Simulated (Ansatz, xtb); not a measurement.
Ranking isomers of C5H3ClFP

10 gas-phase structures of C5H3ClFP, from a drawn sample of its isomers (lower ones may exist). Each was relaxed with GFN2-xTB:

A. `FC1=PC(Cl)=CC=C1`, a singlet
B. `FC1=C(Cl)C=PC=C1`, a singlet
C. `FC1=CC(Cl)=CP=C1`, a singlet
D. `FC1=CP=C(Cl)C=C1`, a singlet
E. `FC1=PC=CC=C1Cl`, a singlet
F. `FC1=CC(Cl)=PC=C1`, a singlet
G. `FC1=PC=CC(Cl)=C1`, a singlet
H. `FC1=PC=C(Cl)C=C1`, a singlet
I. `FC1=C(Cl)C=CP=C1`, a singlet
J. `FC1=CC=CP=C1Cl`, a singlet

Estimate their order in r2SCAN-D4/def2-SVP energy at these geometries, lowest first.

Calculated order at r2SCAN-D4/def2-SVP: C (0.0), D (1.9), F (2.1), I (2.4), B (2.7), J (3.6), G (4.0), H (4.2), A (5.1), E (6.0) kcal/mol. Less than 1 kcal/mol parts D and F; F and I; I and B; B and J; J and G; G and H; H and A; A and E, so the order within those pairs means little.

Energies above the lowest of each column, in kcal/mol; the last columns are at B3LYP-D3(BJ)/def2-SVP geometries and were run for some of them only (a dash: not run or not comparable):

| structure | GFN2-xTB | HF/STO-3G | r2SCAN-D4/def2-SVP | B3LYP-D3(BJ)/def2-SVP | CCSD(T)/def2-SVP + ΔMP2/def2-TZVPP |
| --- | --- | --- | --- | --- | --- |
| C | 0.0 | 0.0 | 0.0 | 0.0 | 0.0 |
| D | 1.8 | 0.1 | 1.9 | 1.6 | 1.8 |
| F | 2.6 | 0.6 | 2.1 | 1.9 | 2.4 |
| I | 3.6 | 1.8 | 2.4 | 2.5 | 2.6 |
| B | 3.7 | 1.5 | 2.7 | 2.7 | 3.1 |
| J | 4.6 | 1.8 | 3.6 | 3.6 | 3.8 |
| G | 3.1 | 1.6 | 4.0 | – | – |
| H | 2.4 | 0.6 | 4.2 | – | – |
| A | 4.0 | 1.3 | 5.1 | – | – |
| E | 5.4 | 2.2 | 6.0 | – | – |

Every level run on C puts it lowest or level with the lowest. Frequencies (GFN2-xTB) were run for B, C, D, F, I, J alone. ΔMP2 is the change of the MP2 energy from the smaller to the larger basis.

Over these structures GFN2-xTB departs from r2SCAN-D4/def2-SVP by 0.8 kcal/mol on average once a common shift is removed. A GFN2-xTB relaxation took about 0.07 s and the r2SCAN-D4/def2-SVP energy about 3.6 s on a shared host (Ansatz 0.2.0, xtb 6.7.1).
